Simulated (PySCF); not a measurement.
BaF$_{2}$, charge +1, doublet, at a GFN2-xTB geometry (such geometries of metal compounds can be far from the true shape) (a state made from the parent by changing its charge; the spin is typed, not shown lowest) (core potentials on Ba). Base run: PySCF with B3LYP/def2-SVP.

PySCF was given this input:
```python
from pyscf import gto, scf, dft

mol = gto.M(
    atom='''
Ba    0.24590841    0.26552384    0.24588166
F    -0.97404067    0.32198571   -1.79572242
F    -0.55605609   -1.97413404    0.26579212
''',
    basis='def2-svp',
    ecp={'Ba': 'def2-svp'},
    charge=1,
    spin=1,
    verbose=4,
)

mf = dft.UKS(mol)
mf.xc = 'b3lyp'
mf.kernel()
```

Variants of this job, named by their change:

```csv
change,basis functions,E (Eh),HOMO (eV)
base,51,-224.76768,-13.80
basis = jorge-DZP-DKH; relativity = spin-free X2C; nucleus = Gaussian (with nucmod='G'; without ecp={'Ba': 'def2-svp'}),71,-8305.13212,-12.40
basis = ANO-RCC-VDZP; relativity = spin-free X2C; nucleus = Gaussian (with nucmod='G'; without ecp={'Ba': 'def2-svp'}),75,-8334.27372,-13.88
basis = ANO-RCC-VDZP; relativity = spin-free X2C (without ecp={'Ba': 'def2-svp'}),75,-8334.61999,-13.88
basis = x2c-SVPall; relativity = spin-free X2C (without ecp={'Ba': 'def2-svp'}),82,-8334.27285,-13.78
basis = x2c-SVPall; relativity = none (without ecp={'Ba': 'def2-svp'}),82,-7800.09881,-14.51
basis = x2c-SVPall; relativity = spin-free X2C; nucleus = Gaussian (with nucmod='G'; without ecp={'Ba': 'def2-svp'}),82,-8333.99752,-13.78
basis = jorge-DZP-DKH; relativity = spin-free X2C (without ecp={'Ba': 'def2-svp'}),71,-8305.40371,-12.40
basis = jorge-DZP-DKH; relativity = none (without ecp={'Ba': 'def2-svp'}),71,-7769.72864,-12.42
basis = ANO-RCC-VDZP; relativity = none (without ecp={'Ba': 'def2-svp'}),75,-7743.02128,-14.69
```

Absolute energies of different levels of theory aren't comparable as measures of quality.

Open shells are given as the SCF converged; they aren't shown to be the lowest states, and a large step between rows can be another state.

Basis sets contracted for a relativistic Hamiltonian are a mismatch without it, so the rows without relativity aren't non-relativistic limits. No row has spin-orbit coupling; sets with core potentials leave out the core electrons.
